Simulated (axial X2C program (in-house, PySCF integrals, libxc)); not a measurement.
## Low determinants of WC at the PBE0 level, 2c

Computed with an axial X2C code built on PySCF integrals. Two-component (2c) means X2C with spin–orbit coupling and atomic mean-field two-electron Coulomb and Gaunt terms. Basis: W dyall-cv3z [13s14p9d7f4g], C dyall-v3z [7s6p2d1f] (cores contracted in-house); Gaussian nuclei, density fitting, unrestricted open shells. Masses: W 183.951 u, C 12.000 u.

Search at 1.698 Å (vertical energies from the lowest determinant):

```csv
ΔE (eV),state,electrons beyond evenly filled partner blocks,"electrons in ±ω = 1/2, 3/2, 5/2, 7/2"
0.00,Ω = 1,"ω = -1/2, ω = 3/2",47 23 8 2
0.34,Ω = 2,"2 × ω = 1/2, ω = -3/2, ω = 5/2",46 23 9 2
0.38,Ω = 1,"ω = -3/2, ω = 5/2",46 23 9 2
0.47,Ω = 2,"ω = 1/2, ω = 3/2",47 23 8 2
0.49,Ω = 3,"ω = 1/2, ω = 5/2",47 22 9 2
0.87,Ω = 0,none,48 22 8 2
1.00,Ω = 2,"ω = -1/2, ω = 5/2",47 22 9 2
```

Lowest determinant, Ω = 1 (⟨Sz⟩ = -0.99, ⟨Lz⟩ = 1.99 at PBE0): Re = 1.693 Å, ωe = 1026.0 cm⁻¹.

The determinant in row 2 of the search, Ω = 2 (⟨Sz⟩ = 1.99, ⟨Lz⟩ = 0.01 at PBE0), was followed along the bond at PBE0; measured from the minimum of the lowest determinant it gives:

Te = 0.313 eV (2521 cm⁻¹), Re = 1.730 Å, ωe = 1031.8 cm⁻¹.

Task: Compare the bond of the determinant in row 2 with that of the lowest one.

Result: At PBE0 its Re is 0.037 Å longer and its force constant, which goes as ωe², is 1.01 times that of the lowest determinant. T0 ≈ Te + Δωe/2 = 2521 + (3) = 2524 cm⁻¹.

The search compares states at one distance, so a state with another bond length can lie lower; it is not exhaustive and yields mostly the lowest determinant of each block pattern, so other components and higher states of one pattern are missing. These are energies of single determinants, not of spin-adapted states; PBE0 term energies can be off by some tenths of an eV, and the functional has no current term. Open-shell Ω = 0 determinants with evenly filled partner blocks cannot be reached by this program, so the Ω shown need not be the lowest component. The lowest determinant need not be the ground state where others lie within half an eV.
